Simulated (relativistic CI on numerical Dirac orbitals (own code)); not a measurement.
**Sc3+ in a cubic cluster: 2p photoemission with charge transfer**

Computed with a charge-transfer multiplet model of a cubic metal-ligand cluster with up to 2 ligand holes, Slater and spin-orbit integrals from Dirac-Coulomb-Breit ions, Slater integrals scaled by 0.7. The ground state mixes d0 with configurations of k ligand holes L, whose averages lie at kΔ + k(k − 1)U_dd/2; a core hole lowers each added d electron by U_cd. 300 K, Lorentzian 0.6 eV and Gaussian 0.8 eV FWHM.

Atomic integrals in eV (Slater integrals scaled, ζ unscaled), ground: F2dd 4.121, F4dd 2.525, zeta_d 0.005; with the core hole: F2dd 4.121, F4dd 2.525, zeta_d 0.020, zeta_core 3.003, F2cd 3.598, G1cd 2.586, G3cd 1.465. Where a configuration has fewer than two d electrons, the dd integrals are those of d2.

Cluster parameters (eV): Δ = 2.8, U_dd = 4.1, U_cd = 5, 10Dq(ligand) = 0.6, V(eg) = 2.7, V(t2g) = -1.48, final-state hopping factor = 1.

```tsv
Case	n_d	d0	d1L	d2L2	S
10Dq = 0.1 eV	0.75	0.38	0.49	0.13	0.00
10Dq = 0.4 eV	0.74	0.38	0.49	0.13	0.00
10Dq = 0.7 eV	0.74	0.39	0.49	0.12	0.00
```

Weights, n_d and S are thermal averages at 300 K. Binding energies count from the first peak over 30 % of the highest in each spectrum, which can be another peak from case to case. The parameters are a model scan and need not match a compound or its usual spin state. Peaks in eV (height, largest 100):
- 10Dq = 0.1 eV: 0.0 (100), 4.2 (35), 12.0 (8)
- 10Dq = 0.4 eV: 0.0 (100), 4.4 (35), 12.0 (8)
- 10Dq = 0.7 eV: 0.0 (100), 4.4 (35), 12.0 (8)

A d0 ion has no d-d gap: its lowest excitations are ligand-to-metal charge transfer. With the core hole the average of the configuration with one ligand hole lies at Δ − U_cd = -2.2 eV before mixing: the effective hopping of about 6.2 eV (from the holes of the mixed ground state) is comparable with this gap or larger, so the configurations mix strongly.

With at most 2 ligand holes the space is cut while the next configuration still counts, so covalency is underestimated, and a final configuration with one more ligand hole, which can lie low, is missing from the spectra.
